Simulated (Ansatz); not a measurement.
`[SiH3][SiH]1[AlH][S]1` → `[AlH]1[SiH2][S]1` + `[SiH2]` at 500 K and 1 bar (silylene loss).

Computed with Ansatz on PBE0-D4/def2-TZVP structures; ΔE is electronic, products minus reactants. CCSD(T)/CBS is the MP2 limit (def2-TZVPP, def2-QZVPP) plus CCSD(T) − MP2 in def2-TZVPP, frozen cores. This one scheme is used for every species.

| species | CCSD(T)/CBS energy (Eh) | H − E (kJ/mol) | S (J/(mol·K)) |
| --- | --- | --- | --- |
| `[SiH3][SiH]1[AlH][S]1` | -1220.97997 | 162.0 | 428.1 |
| `[AlH]1[SiH2][S]1` | -930.69501 | 100.6 | 340.8 |
| `[SiH2]` | -290.19011 | 48.0 | 226.5 |

H − E and S are ideal-gas, rigid-rotor, harmonic terms from PBE0-D4/def2-TZVP, for one conformer and one mirror image of each species. 1 Eh = 2625.50 kJ/mol, R = 8.31446 J/(mol·K).

Question: By hand: ΔE, ΔH, ΔS and ΔG.

Answer: ΔE = (-930.69501) + (-290.19011) − (-1220.97997) = 0.09485 Eh = 249.0 kJ/mol. Δ(H − E) = 100.6 + 48.0 − 162.0 = -13.4, so ΔH = 235.6 kJ/mol. ΔS = 340.8 + 226.5 − 428.1 = 139.2 J/(mol·K). ΔG = 235.6 − 500 × (139.2)/1000 = 166.0 kJ/mol.

Question: By hand: the equilibrium constant, and the temperature at which ΔG would vanish if ΔH and ΔS stayed fixed.

Answer: log₁₀ K = −ΔG/(RT ln 10) = -17.3. ΔG = 0 at ΔH/ΔS = 1693 K.

The number of gas molecules changes by +1, which sets the sign of ΔS. A doubt of 5 kJ/mol in ΔE shifts log₁₀ K by 0.5 here. Other conformers and mirror images would add mixing entropy, several J/(mol·K) or more a flexible species. These are equilibria of isolated gas molecules and say nothing of rates. Largest T1 diagnostic: 0.015 (customary marks: 0.02 for closed shells, 0.045 for open ones).
